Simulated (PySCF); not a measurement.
**MCd cations for M along the second period**

MP2 with double-zeta basis sets in PySCF, for the lowest determinant that a PBE0 search found; no spin–orbit coupling. De refers to high-spin ground-configuration atoms (the charge goes to the atom of lower measured ionisation energy or higher electron affinity, which is not always the lowest computed limit).

| M | basis | reference, frozen orbitals | charged atom | state (unpaired electrons) | Re (Å) | ωe (cm⁻¹) | De (eV) |
| --- | --- | --- | --- | --- | --- | --- | --- |
| Li | def2-SVPD | RHF, 0 | Li+ | singlet (closed shell) | 2.809 | 240 | 0.60 |
| Be | def2-SVPD | ROHF, 0 | Cd+ | doublet (σ ↑) | 2.528 | 343 | 1.57 |
| B | cc-pVDZ-PP/cc-pVDZ | RHF, 1 | B+ | singlet (closed shell) | 2.525 | 286 | 1.45 |
| C | cc-pVDZ-PP/cc-pVDZ | ROHF, 1 | Cd+ | doublet (π ↑) | 2.256 | 385 | 0.84 |
| O | def2-SVPD | ROHF, 1 | Cd+ | doublet (π ↑) | 2.009 | 561 | 0.89 |
| F | cc-pVDZ-PP/cc-pVDZ | RHF, 1 | Cd+ | singlet (closed shell) | 1.897 | 649 | 2.12 |

The shortest bond is that of CdF⁺ (1.897 Å), the longest that of LiCd⁺ (2.809 Å). CdF⁺ is bound most strongly (2.12 eV) and LiCd⁺ least (0.60 eV).

The rows differ in basis set, which adds steps of its own.

The state changes along the series, so neighbouring rows are not always alike in their bonding.

Correlated steps freeze the inner cores (0 to 1 orbitals); shallow outer-core shells are correlated. Correlated levels converge slowly with the basis: in double zeta they bind strong bonds too weakly, by up to about 1 eV, and carry superposition errors of some tenths. For an ion De counts to the pair picked by the measured ionisation energies or electron affinities, which need not be the lowest pair at this level. Where the molecule has an RHF reference, its open-shell atoms are computed with UHF. States were picked by a PBE0 search and need not be the measured ground states.
